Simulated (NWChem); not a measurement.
# SbCl$_{2}$ cation; SMILES [Cl][Sb+][Cl]

```xyz
3

Sb     0.0000     0.0000     0.5895
Cl     1.7859     0.0000    -0.8842
Cl    -1.7859     0.0000    -0.8842
```
Atoms are numbered in this order, from 1.

All runs: NWChem. The geometry was optimised at PBE-D3(BJ)/def2-SVP. def2 effective core potentials on Sb; no spin-orbit coupling.

Question: Order these by “orbital gap (eV)”, lowest first: OLYP/def2-SVP; B3LYP/def2-SVP; LC-wPBE (HJS exchange hole, range parameter 0.4 per bohr)/def2-SVP.

Answer: OLYP/def2-SVP (2.60), B3LYP/def2-SVP (4.01), LC-wPBE (HJS exchange hole, range parameter 0.4 per bohr)/def2-SVP (8.99)
